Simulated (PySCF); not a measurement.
InHF2, SMILES [F][InH][F]. Coordinates come from a PBE-D3(BJ)/def2-TZVP optimisation. The def2 effective core potentials stand for the cores of In; spin–orbit coupling is left out.

Computed equilibrium geometry at PBE-D3(BJ)/def2-TZVP (PySCF confirms it by a frequency run) as a Z-matrix, and its point group:
point group C2v.
```
In
F 1 1.9596
F 1 1.9596 2 106.62
H 1 1.6934 2 126.69 3 -180.00
```
Charge 0, spin multiplicity 1.
